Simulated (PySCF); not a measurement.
Sn(H)2(Me)(NH2) (CH₇NSn), SMILES [CH3][SnH2][NH2]. Geometry: PBE-D3(BJ)/def2-SVP. The def2 effective core potentials stand for the cores of Sn; spin–orbit coupling is left out. Other conformers were not sampled.

Problem. Give the equilibrium geometry at PBE-D3(BJ)/def2-SVP (PySCF confirms it by a frequency run) as Cartesian coordinates in Å, and its point group. (Estimate from the structure and the level; the computed values follow.)

Solution. Several could match; the one computed here: point group Cs.
```xyz
10

Sn    -0.2910    -0.0276     0.0000
C      0.8327     1.8406     0.0000
N      0.8623    -1.7598     0.0000
H     -1.2636    -0.1442     1.4279
H     -1.2636    -0.1442    -1.4279
H      1.4714     1.8998     0.9022
H      0.1286     2.6957     0.0000
H      1.4714     1.8998    -0.9022
H      1.4855    -1.7761    -0.8202
H      1.4855    -1.7761     0.8202
```
Charge 0, spin multiplicity 1.
